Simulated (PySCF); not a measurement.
Delta-SCF ions had no search for a lower state. Excitations are Tamm–Dancoff values on a coarser integration grid. The basis has no diffuse functions, so Rydberg states are missing or too high.

C₂H₃BO, SMILES `C=C1BO1` (charge 0, multiplicity 1)

Computed with PBE-D3(BJ)/def2-TZVP run with PySCF.

```json
{
  "HOMO": "-6.29 eV",
  "dipole_moment": "0.93 D",
  "LUMO": "-2.34 eV",
  "HOMO–LUMO gap": "3.95 eV",
  "S1 excitation (TDA)": "4.88 eV",
  "S1 oscillator strength": "0.038",
  "T1 excitation (TDA)": "3.41 eV",
  "S1–T1 gap (TDA)": "1.48 eV",
  "vertical ionisation energy (Delta-SCF)": "9.84 eV",
  "total_energy": "-4840.79 eV",
  "cost": "around 80 core-seconds (rough)"
}
```

```xyz
7

C     -1.2971     0.0202    -0.1722
C      0.0124    -0.0573    -0.0038
B      1.4641    -0.2595     0.1718
O      1.0004     1.0231     0.2321
H     -1.8674    -0.8935    -0.3355
H     -1.8280     0.9726    -0.1530
H      2.5156    -0.8056     0.2605
```
